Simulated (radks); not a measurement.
Problem. These are the eigenvalues of the occupied orbitals of an atom or ion with whole-number occupations (Ry). All-electron calculation, scalar-relativistic Kohn-Sham, PBEsol, spin-polarised, spherical densities, finite nucleus; Fermi nuclear charge, rms radius of each element as measured or else 0.836 A^(1/3) + 0.57 fm. Program: a radial shooting solver on a logarithmic mesh with Libxc functionals.

orbital  eigenvalue
1s        -4566.350
2s        -1038.517
2p        -960.3714

Which element is it, and in what charge state? The configuration may be excited. Open shells, if any, are filled with parallel spins first.

Solution. Z = 68, erbium, charge +58: Er58+ in [Ne]. The list shows which subshells hold electrons but not how many an open one holds; the 1s level, -2283.2 hartree, gives Z - s = 67.6 by -(Z - s)^2/2, which with screening and relativity narrows Z to a few neighbours, and the depths of the outer levels then fix element, charge and occupations together.
